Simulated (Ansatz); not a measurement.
One geometry of `COc1ccc(-c2ccc(-c3ccc(-c4ccc(-c5ccc(-c6ccc(C(F)=C(F)F)cc6)s5)s4)s3)s2)cc1`, several levels of theory.

```yaml
crystal:
  periodic: [false, false, false]
  atoms:
    - {symbol: C, position_ang: [-13.288342, 0.103460, -1.250961]}
    - {symbol: O, position_ang: [-12.737500, -0.015144, 0.047086]}
    - {symbol: C, position_ang: [-11.384513, -0.022801, 0.177633]}
    - {symbol: C, position_ang: [-10.886532, -0.150129, 1.494124]}
    - {symbol: C, position_ang: [-9.515656, -0.168638, 1.732487]}
    - {symbol: C, position_ang: [-8.577729, -0.056497, 0.672169]}
    - {symbol: C, position_ang: [-7.141459, -0.067218, 0.937356]}
    - {symbol: C, position_ang: [-6.470303, -0.026559, 2.159553]}
    - {symbol: C, position_ang: [-5.060486, -0.045151, 2.040121]}
    - {symbol: C, position_ang: [-4.614396, -0.101411, 0.718567]}
    - {symbol: C, position_ang: [-3.267593, -0.124633, 0.209889]}
    - {symbol: C, position_ang: [-2.821960, -0.154305, -1.114309]}
    - {symbol: C, position_ang: [-1.414446, -0.164001, -1.237384]}
    - {symbol: C, position_ang: [-0.745522, -0.142427, -0.010814]}
    - {symbol: C, position_ang: [0.668028, -0.137881, 0.257095]}
    - {symbol: C, position_ang: [1.335290, -0.162397, 1.485260]}
    - {symbol: C, position_ang: [2.742566, -0.144723, 1.364229]}
    - {symbol: C, position_ang: [3.189893, -0.106490, 0.041161]}
    - {symbol: C, position_ang: [4.537226, -0.076037, -0.465006]}
    - {symbol: C, position_ang: [4.984785, -0.089391, -1.788771]}
    - {symbol: C, position_ang: [6.392715, -0.043996, -1.907074]}
    - {symbol: C, position_ang: [7.061415, 0.003588, -0.682956]}
    - {symbol: C, position_ang: [8.493668, 0.057721, -0.416976]}
    - {symbol: C, position_ang: [9.426507, 0.224264, -1.472761]}
    - {symbol: C, position_ang: [10.798114, 0.277754, -1.236386]}
    - {symbol: C, position_ang: [11.312764, 0.169625, 0.080996]}
    - {symbol: C, position_ang: [12.734966, 0.220008, 0.405605]}
    - {symbol: F, position_ang: [13.048824, 0.106405, 1.718872]}
    - {symbol: C, position_ang: [13.798126, 0.365984, -0.426799]}
    - {symbol: F, position_ang: [15.051391, 0.398609, -0.009615]}
    - {symbol: F, position_ang: [13.708512, 0.493176, -1.744900]}
    - {symbol: C, position_ang: [10.387824, 0.004948, 1.140590]}
    - {symbol: C, position_ang: [9.016799, -0.050748, 0.894607]}
    - {symbol: S, position_ang: [5.900379, -0.001803, 0.631577]}
    - {symbol: S, position_ang: [1.824744, -0.087408, -1.060365]}
    - {symbol: S, position_ang: [-1.901215, -0.110249, 1.309152]}
    - {symbol: S, position_ang: [-5.982599, -0.138720, -0.376192]}
    - {symbol: C, position_ang: [-9.095805, 0.069376, -0.636434]}
    - {symbol: C, position_ang: [-10.472305, 0.084972, -0.892230]}
    - {symbol: H, position_ang: [-14.387151, 0.086526, -1.128027]}
    - {symbol: H, position_ang: [-12.994796, 1.059063, -1.741184]}
    - {symbol: H, position_ang: [-12.985527, -0.741768, -1.909395]}
    - {symbol: H, position_ang: [-11.609516, -0.239008, 2.317799]}
    - {symbol: H, position_ang: [-9.159991, -0.282129, 2.766669]}
    - {symbol: H, position_ang: [-6.992118, 0.030986, 3.123777]}
    - {symbol: H, position_ang: [-4.371923, -0.010943, 2.896122]}
    - {symbol: H, position_ang: [-3.513103, -0.166598, -1.968479]}
    - {symbol: H, position_ang: [-0.883033, -0.188087, -2.199044]}
    - {symbol: H, position_ang: [0.802297, -0.196681, 2.445595]}
    - {symbol: H, position_ang: [3.432306, -0.164142, 2.219512]}
    - {symbol: H, position_ang: [4.297737, -0.137691, -2.645122]}
    - {symbol: H, position_ang: [6.916745, -0.059053, -2.871726]}
    - {symbol: H, position_ang: [9.067207, 0.325725, -2.506729]}
    - {symbol: H, position_ang: [11.478314, 0.410966, -2.086809]}
    - {symbol: H, position_ang: [10.761372, -0.083656, 2.169485]}
    - {symbol: H, position_ang: [8.330298, -0.190261, 1.744318]}
    - {symbol: H, position_ang: [-8.403015, 0.168658, -1.486965]}
    - {symbol: H, position_ang: [-10.822274, 0.186982, -1.927962]}
basis:
  gaussian: {orbitals: def2-SVP, fitting: {mean_field: def2-universal-jkfit}, initial_orbitals: start.molden}
hamiltonian: {xc: pbe, dispersion: d4}
scf: {omitted_lower_state_checks: [starts]}
output: {orbitals: {seedname: orbitals}}
```

The file start.molden holds the orbitals of an earlier run on this structure, at another level or in another basis.

```sh
$ ansatz run in.yaml --threads 2 --pin off --events-out ev --progress --plain --max-ram 32768MiB --backend cuda --devices 0, --max-vram 18GiB
```

Output, abridged:

```
Functional definition: PBE
3487 factors; integrals over basis functions are off by at most 2.4e-1 eV
mean field evaluation 1: about -85880.7796 eV, gradient 1.7e1 eV
mean field evaluation 2: about -85881.3316 eV, gradient 5.4e-1 eV
mean field evaluation 4: about -85881.3084 eV, gradient 5.5e-3 eV
mean field -85881.30838811 eV, -3156.0798708214 hartree, gradient 1.9e-5 eV, S^2 0.000000; 0 other end points of the search recorded, 0 dependent functions left out
reference -85881.30847935 eV, -3156.0798741745 hartree; 152, 152 occupied and 505, 505 virtual orbitals, 3487 factors
Total energy: -85883.88229981 eV, -3156.1744603318 hartree
Checks for a lower state left out: starts
```

It took 14 s on 2 threads of AMD EPYC 7R13 on a shared host and a share (18 GiB) of an NVIDIA H100 80GB HBM3, peak host memory 1.1 GiB.

The first input with `hamiltonian: {xc: r2scan, dispersion: d4}` (abridged; 16 s):

```
Functional definition: r2SCAN
mean field -85923.96189181 eV, -3157.6473581709 hartree, gradient 1.8e-5 eV, S^2 0.000000
Total energy: -85924.69013140 eV, -3157.6741204820 hartree
Checks for a lower state left out: starts
```

The first input with `hamiltonian: {xc: pbe0, dispersion: d4}`, `output: {forces: true, orbitals: {seedname: orbitals}}` (abridged; 17 s):

```
Functional definition: PBE0
mean field -85886.80556317 eV, -3156.2818882789 hartree, gradient 1.0e-5 eV, S^2 0.000000
Total energy: -85889.02309483 eV, -3156.3633810643 hartree
Atom 0 force     0.070324    -0.012770     0.145737 eV/Å
Atom 1 force     0.405829     0.040079    -0.440695 eV/Å
Atom 2 force    -0.025540    -0.002559     0.016606 eV/Å
Atom 3 force     0.093187     0.018350    -0.197775 eV/Å
Atom 4 force    -0.029391     0.010992    -0.206104 eV/Å
Atom 5 force    -0.414756     0.007547    -0.083957 eV/Å
Atom 6 force     0.489213     0.001456     0.217164 eV/Å
Atom 7 force    -0.216750    -0.001551    -0.384973 eV/Å
Atom 8 force     0.153179    -0.018189    -0.441762 eV/Å
Atom 9 force    -0.474872     0.017185     0.296499 eV/Å
Atom 10 force     0.480499    -0.011279    -0.292321 eV/Å
Atom 11 force    -0.159120     0.013501     0.434540 eV/Å
Atom 12 force     0.231487     0.002950     0.406031 eV/Å
Atom 13 force    -0.525516    -0.001002    -0.206586 eV/Å
Atom 14 force     0.527993     0.001785     0.207145 eV/Å
Atom 15 force    -0.230671     0.006402    -0.402923 eV/Å
Atom 16 force     0.159483     0.006443    -0.438388 eV/Å
Atom 17 force    -0.482208    -0.007410     0.293574 eV/Å
Atom 18 force     0.485530     0.011593    -0.289039 eV/Å
Atom 19 force    -0.151983     0.001164     0.434102 eV/Å
Atom 20 force     0.218324     0.005979     0.390464 eV/Å
Atom 21 force    -0.497379    -0.018395    -0.212121 eV/Å
Atom 22 force     0.444163     0.016320     0.059891 eV/Å
Atom 23 force    -0.007082    -0.010807     0.201546 eV/Å
Atom 24 force    -0.043848    -0.022999     0.202436 eV/Å
Atom 25 force    -0.445991    -0.024052    -0.015499 eV/Å
Atom 26 force     0.768849     0.049856    -0.037251 eV/Å
Atom 27 force    -0.185808     0.059022    -0.702811 eV/Å
Atom 28 force    -0.093103    -0.014422     0.117967 eV/Å
Atom 29 force    -0.784693    -0.017777    -0.301038 eV/Å
Atom 30 force     0.076457    -0.081338     0.842827 eV/Å
Atom 31 force     0.053297     0.022530    -0.226037 eV/Å
Atom 32 force     0.026804     0.016929    -0.198710 eV/Å
Atom 33 force    -0.062418    -0.013869    -0.639812 eV/Å
Atom 34 force     0.053634    -0.018126     0.641956 eV/Å
Atom 35 force    -0.057286    -0.009001    -0.642365 eV/Å
Atom 36 force     0.057463     0.023834     0.632559 eV/Å
Atom 37 force    -0.029000    -0.010761     0.222991 eV/Å
Atom 38 force    -0.038253    -0.021392     0.237849 eV/Å
Atom 39 force     0.295698     0.002863    -0.018891 eV/Å
Atom 40 force    -0.070655    -0.249187     0.165430 eV/Å
Atom 41 force    -0.073086     0.213528     0.207788 eV/Å
Atom 42 force     0.187587     0.023223    -0.214349 eV/Å
Atom 43 force    -0.093090     0.028436    -0.265939 eV/Å
Atom 44 force     0.136632    -0.013847    -0.244630 eV/Å
Atom 45 force    -0.175728    -0.008727    -0.211347 eV/Å
Atom 46 force     0.176967     0.003322     0.211138 eV/Å
Atom 47 force    -0.137301     0.006441     0.238285 eV/Å
Atom 48 force     0.137708     0.008956    -0.238020 eV/Å
Atom 49 force    -0.176584     0.005358    -0.210131 eV/Å
Atom 50 force     0.175888     0.012816     0.212191 eV/Å
Atom 51 force    -0.137834     0.003226     0.242723 eV/Å
Atom 52 force     0.096872    -0.026478     0.267833 eV/Å
Atom 53 force    -0.172420    -0.034224     0.211700 eV/Å
Atom 54 force    -0.098128     0.023338    -0.260505 eV/Å
Atom 55 force     0.183904     0.036975    -0.214219 eV/Å
Atom 56 force    -0.183317    -0.026432     0.213757 eV/Å
Atom 57 force     0.086841    -0.025809     0.265467 eV/Å
Dipole moment:    -0.833695     0.023612    -0.415605 e Å
Checks for a lower state left out: starts
```

Geometry: PBE-D4/def2-SVP.

Single mean-field runs in def2-SVP are fitted with def2-universal-jkfit.
